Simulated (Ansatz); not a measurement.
Born–Oppenheimer molecular dynamics of ClFGeH$_{2}$ (5 atoms, charge 0, multiplicity 1). It starts from a relaxed structure.

Method: RKS PBE/def2-SVP (Ansatz 0.2.0).

* ensemble: NVT, Nosé–Hoover chain
* time step: 0.5 fs
* steps asked: 500
* set temperature: 500 K
* thermostat: time constant 50 fs, chain length 3
* seed: 888844

First frame:

```xyz
5
Properties=species:S:1:pos:R:3
Ge 0.009 -0.054 0.030
H 0.041 0.051 1.571
Cl 2.039 -0.007 -0.716
F -0.795 1.385 -0.566
H -0.721 -1.269 -0.584
```

**Question.** How far do the bonds stretch over the last three quarters of this one trajectory? (Pairs bonded in most of those frames.)

**Answer.** 
| bond | mean (Å) | spread (Å) | shortest | longest |
| --- | --- | --- | --- | --- |
| Ge1–H2 | 1.552 | 0.049 | 1.47 | 1.63 |
| Ge1–Cl3 | 2.168 | 0.034 | 2.11 | 2.22 |
| Ge1–F4 | 1.770 | 0.085 | 1.64 | 1.90 |
| Ge1–H5 | 1.551 | 0.045 | 1.48 | 1.62 |

Mean temperature of the second half: 529 K. The conserved energy stayed within 0.21 meV per atom of its start (net change 0.074 meV per atom), so the integration is sound. A run of 0.25 ps of so small a system gives no equilibrium averages.

Run time: 12 min on 1 thread of Arm Neoverse V1, with other jobs on the host, peak memory 0.12 GiB.
